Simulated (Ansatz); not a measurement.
System: sum formula SiHCl2 (charge -1, singlet). It need not be the lowest isomer of its formula. Whether it binds its extra electron was not tested at this geometry. 
Geometry from a B3LYP-D3(BJ)/def2-TZVP (Ansatz, a quantum-chemistry and plane-wave program) optimisation:
SMILES: Cl[SiH-]Cl
```xyz
4

Si    -0.0476    -0.9590     0.2798
Cl     1.7390     0.3659    -0.0356
Cl    -1.6980     0.5100    -0.1261
H     -0.0305    -1.4636    -1.1697
```
Charge -1, spin multiplicity 1.

Basis-set convergence of Hartree-Fock and CCSD correlation energies (hartree) with Ansatz. Cores are frozen in the correlated levels unless marked. No spin-orbit coupling. Non-relativistic. This anion needs diffuse functions, which these sets lack.

```
basis        functions        E(HF)  E(corr, CCSD)
-----------  ---------  -----------  -------------
cc-pV(D+d)Z         74  -1208.63743       -0.41043
cc-pV(T+d)Z        131  -1208.68128       -0.54830
cc-pV(Q+d)Z        222          [?]            [?]
```

Q: Complete the blanks.

A: 
- cc-pV(Q+d)Z, E(HF): -1208.69296
- cc-pV(Q+d)Z, E(corr, CCSD): -0.59500
